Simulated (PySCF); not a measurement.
Zr(Me)2(H)2 (C2H8Zr), SMILES [CH3][ZrH2][CH3], multiplicity 1. Geometry optimised at B3LYP-D3(BJ)/def2-SVP. The multiplicity is an assumed one; other spin states were not compared. The def2 effective core potentials stand for the cores of Zr; spin–orbit coupling is left out.

Computed equilibrium geometry at B3LYP-D3(BJ)/def2-SVP (PySCF confirms it by a frequency run) as bond lengths and angles, and its point group:
point group C2v.
Atoms: Zr1 C2 H3 H4 H5 C6 H7 H8 H9 H10 H11. Bonded distances (Å): Zr1–C2 2.198, Zr1–C6 2.198, Zr1–H10 1.868, Zr1–H11 1.868, C2–H3 1.109, C2–H4 1.105, C2–H5 1.109, C6–H7 1.109, C6–H8 1.105, C6–H9 1.109. Angles (°): C2–Zr1–C6 110.0, C2–Zr1–H10 108.7, C2–Zr1–H11 108.7, C6–Zr1–H10 108.7, C6–Zr1–H11 108.7, H10–Zr1–H11 111.9, Zr1–C2–H3 108.7, Zr1–C2–H4 114.8, Zr1–C2–H5 108.7, H3–C2–H4 108.3, H3–C2–H5 107.8, H4–C2–H5 108.3, Zr1–C6–H7 108.7, Zr1–C6–H8 114.8, Zr1–C6–H9 108.7, H7–C6–H8 108.3, H7–C6–H9 107.8, H8–C6–H9 108.3.
